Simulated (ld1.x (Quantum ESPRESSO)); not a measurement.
**PBE ultrasoft dataset for Mn (Z = 25), fully relativistic all-electron reference.**

```json
{
 "Element": "manganese",
 "Generator": "ld1.x (Quantum ESPRESSO) 7.5",
 "Type": "ultrasoft",
 "Functional": "PBE",
 "Relativity": "fully relativistic",
 "Frozen core": "[Ne]",
 "Valence charge": "15",
 "Reference configuration": "3s2 3p6 3d5 4s1.75 4p0.25",
 "Partial waves": "3s (bound): rcut 1.15, rcutus 1.35 bohr; 4s (bound): rcut 1.15, rcutus 1.35 bohr; 3p (bound): rcut 1.25, rcutus 1.70 bohr; 4p (bound): rcut 1.25, rcutus 1.70 bohr; 3d (bound): rcut 1.05, rcutus 1.45 bohr; 3d channel at 1.4 Ry: rcut 1.05, rcutus 1.45 bohr",
 "Local potential": "all-electron potential smoothed inside 1.20 bohr (lloc = -1)",
 "Core correction": "Bessel-smoothed model core inside 1.10 bohr",
 "Augmentation charge": "PSQ, inside the norm-conserving radii"
}
```

Open shells are filled in proportion to 2j + 1 (rel_dist='average').

(1) Is the overlap operator S = 1 + Σ q|β⟩⟨β| positive definite (Bessel basis up to 400 Ry)?

(2) Tests: 3s2 3p6 3d5 4s2 4p0; 3s2 3p6 3d5 4s1 4p0; 3s2 3p6 3d5 4s0 4p0; 3s2 3p6 3d5.5 4s1.5 4p0; 3s2 3p6 3d5 4s1 4p1; 3s1 3p6 3d5 4s2 4p0; 3s2 3p6 3d4 4s2 4p1. Which has the largest error in its energy relative to the reference configuration, and how large is it?

## Answers

(1) No: its lowest eigenvalue is -6.940, in the p1/2 channel, so the generalised eigenproblem breaks down once the basis is large enough.

(2) 3s1 3p6 3d5 4s2 4p0, with -174 meV (all-electron minus pseudo) on +92.56 eV.

The ghost test of this file was not conclusive. Its overlap operator is not positive definite in a basis up to 400 Ry (lowest eigenvalue p1/2 -6.94, p3/2 -5.64), so the file is unfit for use: the generalised eigenproblem breaks down once the basis is large enough, and its test numbers describe a broken file.
